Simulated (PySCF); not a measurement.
Vertical excitations of a molecule C₂H₈BN from TDA-PBE0/def2-SVPD (PySCF 2.14.0), as energy in eV (oscillator strength): 6.82 (0.001), 7.36 (0.001), 7.63 (0.326), 7.67 (0.019), 7.99 (0.002), 8.11 (0.015), 8.64 (0.061), 8.78 (0.003), 8.99 (0.000), 9.03 (0.013). Lowest triplet (TDA): 5.65 eV. Geometry optimised at B3LYP-D3(BJ)/def2-SVP. A frequency run showed that this geometry is not a minimum. One conformer was computed; it need not be the lowest.

Problem. Identify the compound among the candidates.
(A) CB(C)N
(B) BN(C)C
(C) CBNC
(D) CCBN

Solution. C, CBNC
